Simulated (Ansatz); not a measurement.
Cost and result for the atomization energy of `SC[SiH]1CN1` (12 atoms, 12 bonds).

```xyz
12

S    -2.266   -1.357   -0.432
C    -0.556   -1.543    0.154
Si    0.047    0.145    0.654
C     1.525    0.984   -0.026
N     0.183    1.264   -0.643
H    -2.008   -0.376   -1.315
H    -0.605   -2.209    1.018
H     0.069   -2.013   -0.605
H    -0.480    0.577    1.969
H     1.973    1.788    0.557
H     2.233    0.514   -0.704
H    -0.116    2.227   -0.627
```

Charge 0, multiplicity 1. Geometry: relaxed with PBE0-D4/def2-TZVP. It is one conformer, not always the lowest. Program: Ansatz. All runs use 4 threads of an Arm Neoverse V2 on a shared host. Times are those of one run each, without the atoms' runs, and a repeat can differ threefold. Electronic energies, without spin–orbit coupling; frozen cores. CCSD(T)/CBS adds CCSD(T) − MP2 in def2-TZVPP to the MP2 limit, and its time is that of the two runs behind it. T1 = 0.012. B3LYP takes the VWN-RPA correlation (the form of Gaussian; ORCA's B3LYP/G).

CCSD(T)/CBS is a level of theory with its own doubt, some kJ/mol a heavy atom from the limit and from the frozen cores, so smaller differences don't rank the functionals.

```csv
level,functions,wall time
PBE-D4/def2-TZVPP (with forces),275,2.9 s
PBE0-D4/def2-TZVPP,275,3.6 s
r2SCAN-D4/def2-TZVPP (with forces),275,6 s
B3LYP-D4/def2-TZVPP (with forces),275,6 s
B2PLYP/def2-TZVPP,275,6.5 s
ωB97X-V/def2-TZVPP,275,9 s
ωB97M-V/def2-TZVPP (with forces),275,13 s
MP2/def2-QZVPP,521,28 s
CCSD(T)/def2-TZVPP,275,3.4 min
CCSD(T)/CBS(def2),–,3.8 min
```

Problem. What atomization energy does each give, and how far from CCSD(T)/CBS? (An estimate is asked.)

Solution. Computed: 
```tsv
level	atomization (kJ/mol)	difference from CCSD(T)/CBS	per bond
PBE-D4/def2-TZVPP (with forces)	4308.7	96.1	8.0
PBE0-D4/def2-TZVPP	4234.0	21.4	1.8
r2SCAN-D4/def2-TZVPP (with forces)	4222.8	10.2	0.8
B3LYP-D4/def2-TZVPP (with forces)	4214.5	1.9	0.2
B2PLYP/def2-TZVPP	4157.9	-54.7	-4.6
ωB97X-V/def2-TZVPP	4243.0	30.4	2.5
ωB97M-V/def2-TZVPP (with forces)	4242.0	29.4	2.4
MP2/def2-QZVPP	4215.2	2.6	0.2
CCSD(T)/def2-TZVPP	4085.8	-126.8	-10.6
CCSD(T)/CBS(def2)	4212.6	0.0	0.0
```

From PBE to PBE0 (25 % exact exchange), in def2-TZVPP and without D4, the atomization energy moves by −70.3 kJ/mol: exact exchange takes away binding that semilocal exchange gives to molecules. The D4 term adds +45.2 kJ/mol with B3LYP and +23.7 kJ/mol with PBE0; it sums over pairs of atoms, weighted by their polarisabilities, and B3LYP, whose exchange is more repulsive, gets the larger term. In def2-TZVPP, CCSD(T) changes the Hartree–Fock value by +1131.4 kJ/mol (the triples alone add +70.2 kJ/mol) and MP2 by +1185.3 kJ/mol; breaking electron pairs costs correlation energy, which Hartree–Fock lacks.
